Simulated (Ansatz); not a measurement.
This geometry of CH3BClFO (8 atoms, charge 0, multiplicity 1) is a first-order saddle point.

These are results of RKS B3LYP-D4/def2-SVP in Ansatz, not measurements.

```xyz
8
Properties=species:S:1:pos:R:3
O 0.237 0.446 1.421
C 0.627 -0.136 0.203
F 1.211 -1.336 0.524
B -0.620 -0.369 -0.756
Cl -1.619 1.026 -1.129
H -0.252 1.258 1.229
H 1.411 0.479 -0.300
H -0.904 -1.425 -1.248
```

Problem. Which two structures does it join? (They come from a converged band through this point; their orientation in space is the band's.)

Solution. No bond is made or broken. The dihedral H7–C2–B4–Cl5 goes from 3 to -153°.

Image 0:

```xyz
8
Properties=species:S:1:pos:R:3
O -0.041 0.327 1.420
C 0.446 0.091 0.153
F 1.313 -1.017 0.144
B -0.774 -0.342 -0.770
Cl -1.049 0.452 -2.303
H 0.649 0.729 1.966
H 1.047 0.938 -0.230
H -1.499 -1.235 -0.435
```

Image 8:

```xyz
8
Properties=species:S:1:pos:R:3
O 0.488 0.921 1.152
C 0.678 0.032 0.132
F 0.839 -1.294 0.629
B -0.540 -0.233 -0.856
Cl -2.162 0.067 -0.258
H -0.431 0.853 1.458
H 1.629 0.294 -0.360
H -0.408 -0.696 -1.953
```

Problem. How far does it lie above each of them?

Solution. 4.4 kcal/mol above the first and 5.7 kcal/mol above the second. This is the barrier of this one path; another mechanism may lie lower.

Run time: 5.4 min on 1 thread of Arm Neoverse V2, on a shared host, peak memory 0.27 GiB.
